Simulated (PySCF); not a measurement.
Geometries of 3 isomers of C3H5B, from PBE0-D3(BJ)/def2-SVP geometry optimisation, gas phase (PySCF). One conformer each, no zero-point energy, no frequencies.

Task: Which isomer lies lowest at this level?
A.
```xyz
9
angstrom
B      2.346   -0.074    0.076
C      0.846   -0.059    0.020
C     -0.377   -0.049   -0.027
C     -1.824   -0.033   -0.077
H      2.977   -0.786   -0.670
H      2.935    0.626    0.866
H     -2.240   -0.422    0.866
H     -2.197    0.997   -0.196
H     -2.217   -0.644   -0.904
```
B.
```xyz
9
angstrom
B      1.695    0.179    0.089
C      0.185    0.138    0.030
C     -1.036    0.607    0.104
C     -0.993   -0.860    0.054
H      2.336    0.836   -0.697
H      2.266   -0.485    0.924
H     -1.653    1.471    0.344
H     -1.198   -1.387   -0.889
H     -1.207   -1.461    0.953
```
C.
```xyz
9
angstrom
B     -1.338    0.707    0.101
C     -0.380   -0.529    0.007
C      1.051   -0.287   -0.063
C      2.241   -0.068   -0.115
H     -0.938    1.843    0.027
H     -2.522    0.496    0.228
H     -0.628   -1.220    0.835
H     -0.725   -1.085   -0.891
H      3.296    0.126   -0.162
```

Result: A. That is `BC#CC`, 16.3 kcal/mol below the next.

| SMILES | atoms numbered as above | E (Eh) | relative (kcal/mol) | relative (kJ/mol) | dipole (D) |
| --- | --- | --- | --- | --- | --- |
| BC#CC | [BH2:1][C:2]#[C:3][CH3:4] | -141.81592 | 0.0 | 0.0 | 2.30 |
| BCC#C | [BH2:1][CH2:2][C:3]#[CH:4] | -141.78997 | 16.3 | 68.1 | 0.81 |
| BC1=CC1 | [BH2:1][C:2]1=[CH:3][CH2:4]1 | -141.78122 | 21.8 | 91.1 | 0.88 |

As drawn, the lowest has a C≡C bond, which the highest lacks; the highest has a three-membered ring and a C=C bond outside aromatic rings, which the lowest lacks.
